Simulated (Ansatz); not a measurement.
Geometry optimisation, Ansatz, RKS PBE0-D4/def2-SVP.

Input file:

```yaml
crystal:
  periodic: [false, false, false]
  atoms:
    - { symbol: Al, position_ang: [0.022865, 0.507496, -0.488081] }
    - { symbol: O, position_ang: [-0.06458, -0.08337, 2.406682] }
    - { symbol: H, position_ang: [-0.938982, -0.169557, 2.804327] }
    - { symbol: F, position_ang: [1.498283, -0.117942, -0.89216] }
    - { symbol: H, position_ang: [-1.314924, -0.146512, -0.956311] }
    - { symbol: Cl, position_ang: [0.065577, 2.504709, 0.421189] }
    - { symbol: H, position_ang: [0.107861, 0.885076, 2.415953] }
basis:
  gaussian: { orbitals: def2-SVP }
hamiltonian:
  xc: pbe0
  dispersion: d4
relax:
  f_tol: 0.03
  max_steps: 50
```

Launched with:

```bash
$ ansatz run input.yaml --threads 2 --pin off --max-ram 3072MiB --backend cpu --events-out ev --progress --plain --runs-dir out
```

Problem. Where does it end, and by what steps?

Solution. The forces met the threshold. After 8 steps the energy has fallen by 0.868 eV; H3 moved furthest, 0.63 Å. Joined: Al1–O2 (2.96 → 1.98 Å).

```
step  energy less start (eV)  largest force component (eV/Å)  accepted
   0                  0.0000                           1.110       yes
   1                 -0.2215                           1.283       yes
   2                 -0.5492                           1.508       yes
   3                 -0.7718                           1.521       yes
   4                 -0.8407                           0.664       yes
   5                 -0.8627                           0.217       yes
   6                 -0.8671                           0.085       yes
   7                 -0.8680                           0.056       yes
   8                 -0.8683                           0.016       yes
```

```xyz
7
Properties=species:S:1:pos:R:3
Al -0.009 0.502 -0.042
O -0.031 0.087 1.892
H -0.772 -0.420 2.250
F 1.413 -0.207 -0.554
H -1.376 -0.121 -0.526
Cl 0.126 2.608 0.323
H 0.025 0.932 2.368
```

Whether the end is a true minimum wasn't checked by a vibrational analysis.

Time of the run: 13 s on 2 threads of Arm Neoverse V2 (shared host), peak memory 0.15 GiB.
